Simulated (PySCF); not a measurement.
Si: excitation energy

Si [Ne] 3s2 3p2 (3P) → Si [Ne] 3s2 3p1 4s1 (3P), as a difference of total energies. Computed with PySCF 2.14 in aug-cc-pwCVDZ (6s5p3d, 36 functions), with no relativity, point nucleus. Correlated levels: valence: [Ne] frozen; valence and next inner shell: 1s2 frozen; nothing frozen. The calculations carry no spin-orbit coupling.

```json
{"method": "UHF", "excitation energy (eV)": "4.922"}
{"method": "LDA", "excitation energy (eV)": "5.006"}
{"method": "PBE", "excitation energy (eV)": "5.013"}
{"method": "PBE0", "excitation energy (eV)": "5.094"}
{"method": "r2SCAN", "excitation energy (eV)": "5.287"}
{"method": "TPSS", "excitation energy (eV)": "5.145"}
{"method": "B2PLYP", "excitation energy (eV)": "5.012"}
{"method": "HSE06", "excitation energy (eV)": "5.073"}
{"method": "PBEsol", "excitation energy (eV)": "5.014"}
{"method": "MP2 (valence)", "excitation energy (eV)": "5.024"}
{"method": "SCS-MP2 (valence)", "excitation energy (eV)": "4.991"}
{"method": "MP2 (valence and next inner shell)", "excitation energy (eV)": "4.991"}
{"method": "SCS-MP2 (valence and next inner shell)", "excitation energy (eV)": "4.964"}
{"method": "MP2 (all electrons)", "excitation energy (eV)": "4.991"}
{"method": "SCS-MP2 (all electrons)", "excitation energy (eV)": "4.964"}
```

Q: How much does correlation contribute at MP2 (all electrons)?

A: 4.991 − (4.922) = 0.069 eV, measured against UHF.

The promoted electron is Rydberg-like, and one or two diffuse shells describe it only roughly, which tends to raise the upper state.
